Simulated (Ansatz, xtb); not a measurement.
GaH2O (SMILES [O][GaH2]): the vertical energy of the quartet above the doublet, rung by rung

GaH2O: 4 atoms, total charge 0, spin state doublet. SMILES: `[O][GaH2]`. The coordinates come from a PBE0-D4/def2-TZVP relaxation.

Quantity: the vertical energy of the quartet above the doublet, in eV. The values are calculated.

| level | kind | program | value (eV) | CPU time (all runs) |
| --- | --- | --- | --- | --- |
| GFN0-xTB | semi-empirical | xtb | 5.67 | under 2 s |
| GFN1-xTB | semi-empirical | xtb | 7.90 | under 2 s |
| USVWN5/STO-3G | LDA | Ansatz | 2.53 | 4.6 s |
| U-revPBE/STO-3G | GGA | Ansatz | 2.40 | 8.7 s |
| U-r2SCAN/STO-3G | meta-GGA | Ansatz | 2.33 | 29 s |
| UBHLYP/STO-3G | global hybrid | Ansatz | 1.04 | 60 s |
| U-wB97X/STO-3G | range-separated hybrid | Ansatz | 1.87 | 82 s |
| UB2PLYP/STO-3G | double hybrid | Ansatz | 1.30 | 75 s |
| UMP2/STO-3G | perturbation theory | Ansatz | 0.76 | 5 s |
| UCCSD/STO-3G | coupled cluster or CI | Ansatz | 1.59 | 6.7 s |

All-electron rows without a relativistic Hamiltonian named are non-relativistic. The values span 0.76 to 7.90 eV. Spin contamination of the reference (⟨S²⟩ at least 0.1 too high) touches UBHLYP/STO-3G, U-wB97X/STO-3G, UB2PLYP/STO-3G, UMP2/STO-3G, UCCSD/STO-3G. GFN0-xTB, GFN1-xTB: no spin polarisation, so open shells miss the exchange term that lowers them. All rows use very small basis sets, so none should be taken for the real molecule's value. In the correlated wave-function rows the outer d shell of Ga is correlated, in sets not made for it. CPU times are rough (shared hosts, several kinds of processor and program).
